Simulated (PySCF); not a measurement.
PySCF 2.14 output of a UHF calculation on a single atom or ion in def2-SVP, with no relativity, point nucleus:

```
SCF conv_tol = 1e-09
number electrons alpha = 5  beta = 5
cycle= 1 E= -128.376406810031  delta_E= -8.53e-14  |g|= 2.74e-07  |ddm|= 3.99e-07
converged SCF energy = -128.376406810031  <S^2> = -1.7763568e-15  2S+1 = 1
```

The run itself started from symmetry-adapted Hartree-Fock orbitals and held the occupation by maximum overlap, so the iterations belong to that start.

**Question.** Which element, charge and spin multiplicity is this?

**Answer.** Ne (neon, neutral), multiplicity 1; the state was [Ne], closed-shell 1S.
